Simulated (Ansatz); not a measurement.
The inner images of a band of ClFGaH$_{3}$O$_{2}$ (8 atoms, charge 0, multiplicity 1) are given out of order.

Level of theory: RKS PBE0/def2-SVP (Ansatz).

First end point:

```xyz
8
Properties=species:S:1:pos:R:3
Ga -0.416 0.106 0.139
Cl 0.895 1.707 -0.644
O -1.628 -0.585 -0.943
O -0.551 -0.081 1.890
H 1.812 -0.278 -0.640
F 1.399 -1.075 -0.340
H -1.562 -0.273 -1.852
H 0.052 0.478 2.390
```

Last end point:

```xyz
8
Properties=species:S:1:pos:R:3
Ga -0.417 -0.230 0.199
Cl 1.315 1.625 -0.787
O -1.740 -0.297 -0.965
O -0.655 0.208 1.892
H 1.753 0.379 -0.735
F 1.096 -1.121 -0.218
H -1.484 -0.660 -1.819
H 0.133 0.096 2.433
```

Problem. Put them in order from the first end to the last, with their energies above the first end.
A.
```xyz
8
Properties=species:S:1:pos:R:3
Ga -0.407 0.056 0.145
Cl 1.111 1.614 -0.709
O -1.712 -0.402 -0.950
O -0.631 0.102 1.894
H 1.614 -0.032 -0.608
F 1.293 -0.969 -0.320
H -1.447 -0.563 -1.860
H 0.178 0.193 2.408
```
B.
```xyz
8
Properties=species:S:1:pos:R:3
Ga -0.398 -0.132 0.175
Cl 1.234 1.569 -0.749
O -1.726 -0.362 -0.961
O -0.638 0.146 1.899
H 1.614 0.209 -0.651
F 1.184 -1.028 -0.267
H -1.447 -0.579 -1.856
H 0.177 0.177 2.410
```
C.
```xyz
8
Properties=species:S:1:pos:R:3
Ga -0.398 -0.043 0.159
Cl 1.184 1.580 -0.731
O -1.720 -0.380 -0.957
O -0.634 0.126 1.897
H 1.596 0.086 -0.621
F 1.244 -0.978 -0.299
H -1.449 -0.574 -1.859
H 0.178 0.182 2.411
```
D.
```xyz
8
Properties=species:S:1:pos:R:3
Ga -0.423 0.139 0.136
Cl 1.030 1.662 -0.687
O -1.700 -0.433 -0.939
O -0.625 0.069 1.888
H 1.669 -0.131 -0.611
F 1.326 -0.998 -0.326
H -1.449 -0.533 -1.862
H 0.173 0.224 2.402
```
E.
```xyz
8
Properties=species:S:1:pos:R:3
Ga -0.434 0.163 0.136
Cl 0.960 1.700 -0.669
O -1.684 -0.482 -0.931
O -0.614 0.020 1.886
H 1.735 -0.206 -0.621
F 1.351 -1.030 -0.328
H -1.468 -0.459 -1.868
H 0.154 0.295 2.396
```
F.
```xyz
8
Properties=species:S:1:pos:R:3
Ga -0.409 -0.203 0.192
Cl 1.274 1.592 -0.768
O -1.735 -0.334 -0.964
O -0.646 0.174 1.898
H 1.672 0.307 -0.691
F 1.131 -1.086 -0.237
H -1.454 -0.602 -1.845
H 0.167 0.153 2.414
```
G.
```xyz
8
Properties=species:S:1:pos:R:3
Ga -0.431 0.139 0.139
Cl 0.917 1.709 -0.655
O -1.660 -0.537 -0.934
O -0.588 -0.033 1.889
H 1.780 -0.248 -0.630
F 1.375 -1.054 -0.332
H -1.508 -0.363 -1.868
H 0.116 0.388 2.392
```

Solution. G (+0.01 eV), E (+0.03 eV), D (+0.08 eV), A (+0.21 eV), C (+0.39 eV), B (+0.45 eV), F (+0.44 eV).

Run time: 5 min on 2 threads of Intel(R) Xeon(R) Platinum 8175M CPU @ 2.50GHz (Skylake/Cascade Lake), with other jobs on the host, peak memory 0.28 GiB.
